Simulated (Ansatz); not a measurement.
Process, species as SMILES: C[Si](F)(F)Cl [chloro-difluoro-methylsilane] → C[Si](F)F + Cl atom (the Cl-Si bond at the site shown breaks; other sites are not compared here)
Geometries: B3LYP-D3(BJ)/def2-TZVP minima from Ansatz (a program for electronic structure). Frequencies are from Ansatz.

Property: bond dissociation energy (0 K, with B3LYP-D3(BJ) harmonic zero-point energies), in kJ/mol. Valence correlation only, unless marked. Open shells are spin-unrestricted. No spin-orbit coupling. No relativistic terms. Basis-set limits of correlation are two-point, X^-3; Hartree-Fock from the larger set. The bracket is a focal-point correction in the basis named.

```
level                                                                 program  bond dissociation energy (kJ/mol)
-------------------------------------------------------------  --------------  ---------------------------------
PBE0-D4/def2-TZVPD                                             Ansatz + dftd4                              484.9
HSE06-D4/def2-TZVPD                                            Ansatz + dftd4                              485.1
HSE06/def2-TZVPD                                                       Ansatz                              479.4
CCSD/6-31G                                                             Ansatz                                  ?
CCSD/cc-pV(D+d)Z                                                       Ansatz                              450.8
RI-MP2/CBS(cc-pV(T+d)Z,cc-pV(Q+d)Z)+[CCSD(T)-MP2]/cc-pV(T+d)Z          Ansatz                                  ?
```

Complete the blanks.


- CCSD/6-31G, bond dissociation energy (kJ/mol): 313.9
- RI-MP2/CBS(cc-pV(T+d)Z,cc-pV(Q+d)Z)+[CCSD(T)-MP2]/cc-pV(T+d)Z, bond dissociation energy (kJ/mol): 501.6
